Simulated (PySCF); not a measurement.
Be⁺: ionisation energy

Be⁺ [He] 2s1 (2S) → Be²⁺ 1s2 (1S), as a difference of total energies. All numbers are calculated (PySCF 2.14, scalar relativity by spin-free X2C-1e, in dyall-av3z). The calculations carry no spin-orbit coupling.

```tsv
method	ionisation energy (eV)	error (eV)
UHF	18.130	-0.081
LDA	18.256	+0.045
PBE	18.499	+0.288
PBE0	18.460	+0.249
r2SCAN	18.191	-0.020
wB97X	17.944	-0.267
LC-wPBE	18.537	+0.326
TPSSh	18.383	+0.172
```

Reference: 18.211 eV (measured; NIST Atomic Spectra Database, ionization energies).
